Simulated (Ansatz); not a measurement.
A structure drawn as `C=NCN[SiH3]`, with this starting geometry:

Cartesian coordinates in Å:
```
C -1.475 -1.882 0.126
N -0.888 -0.885 0.583
C 0.376 -0.701 -0.049
N 1.075 0.474 0.393
Si 0.671 2.062 -0.194
H -2.537 -2.154 0.555
H -1.137 -2.591 -0.656
H 0.347 -0.755 -1.163
H 1.058 -1.552 0.169
H 0.832 0.541 1.377
H -0.754 2.402 0.074
H 0.916 2.029 -1.693
H 1.516 3.012 0.479
```

Charge 0, multiplicity 1.

(1) Relax it with Ansatz at PBE-D4/def2-SVP and then PBE0-D4/def2-TZVP. Is the drawn bonding still there?

(2) Give the relaxed structure. (Estimate.)

Atoms count as bonded under 1.1 times the sum of their covalent radii (H–H under 0.85 Å, pairs among N, O and F under 1.55 Å), and a drawn bond as lost past 1.3 times.

Results:

(1) Yes, every drawn bond is still there and no new one forms.

(2) The calculation gave: 
Z-matrix (Å, degrees):
```
C
N 1 1.454
N 1 1.436 2 112.5
H 1 1.102 2 111.4 3 -122.2
H 1 1.095 2 106.9 3 120.4
C 2 1.257 1 117.4 3 124.1
Si 3 1.725 1 122.1 2 -78.4
H 3 1.009 1 112.5 2 69.0
H 6 1.090 2 119.6 1 -179.6
H 6 1.100 2 123.2 1 0.3
H 7 1.485 3 107.3 1 -170.9
H 7 1.493 3 116.0 1 68.3
H 7 1.487 3 107.3 1 -51.5
```
No frequency check was run.
